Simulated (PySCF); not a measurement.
CdH4OSi. Atoms are numbered in the order given.

```xyz
7

Cd    -0.0262     0.9704     0.0000
H     -0.4546     2.5512     0.0000
O      0.5994    -0.9108     0.0000
Si    -0.1396    -2.3749     0.0000
H     -1.0152    -2.5741    -1.2067
H      0.9040    -3.4493     0.0000
H     -1.0152    -2.5741     1.2067
```
Charge 0, spin multiplicity 1.

The structure is a stationary point at PBE-D3(BJ)/def2-TZVP. The def2 effective core potentials stand for the cores of Cd; spin–orbit coupling is left out.

Level of theory: M06-2X/def2-TZVPD (PySCF).

Symmetry labels are those of the subgroup Cs that the program uses (full group Cs).

Computed valence orbital energies around the gap with their symmetry:
```tsv
orbital	symmetry	energy (eV)
HOMO−7	A"	-17.69
HOMO−6	A'	-15.54
HOMO−5	A'	-12.17
HOMO−4	A'	-11.46
HOMO−3	A"	-11.44
HOMO−2	A'	-10.38
HOMO−1	A'	-9.40
HOMO	A"	-9.33
LUMO	A'	-0.46
LUMO+1	A"	-0.26
LUMO+2	A'	-0.23
LUMO+3	A'	0.81
```
